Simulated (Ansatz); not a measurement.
Mulliken charges of `[SiH3]O[CH2][ZnH]` from ωB97M-V/def2-TZVPP in Ansatz (PBE0-D4/def2-TZVP geometry).

| atom | x (Å) | y (Å) | z (Å) | charge (e) |
| --- | --- | --- | --- | --- |
| Si1 | 0.087 | 1.772 | -0.083 | 0.325 |
| O2 | 0.206 | 0.201 | -0.551 | -0.387 |
| C3 | -0.149 | -0.842 | 0.369 | -0.250 |
| Zn4 | 0.138 | -2.556 | -0.551 | 0.278 |
| H5 | 0.517 | 2.599 | -1.236 | -0.033 |
| H6 | 0.957 | 2.040 | 1.097 | -0.048 |
| H7 | -1.315 | 2.107 | 0.297 | -0.048 |
| H8 | -1.195 | -0.726 | 0.686 | 0.131 |
| H9 | 0.462 | -0.767 | 1.279 | 0.131 |
| H10 | 0.376 | -3.881 | -1.304 | -0.098 |

Problem. By hand: the dipole of these point charges (1 e Å = 4.8032 D).

Solution. Σ q r = (-0.109, -0.102, 0.300) e Å, of length 0.335 e Å = 1.61 D.

Problem. How does the dipole of the full density compare? (An estimate is asked.)

Solution. The calculation gave: (-0.078, -0.093, 0.213) e Å, 1.18 D; the point charges give 1.36 times that, at 5° from its direction.

Point charges leave out the atoms' own dipoles, such as those of lone pairs, and Mulliken's split depends on the basis, so the two needn't agree.
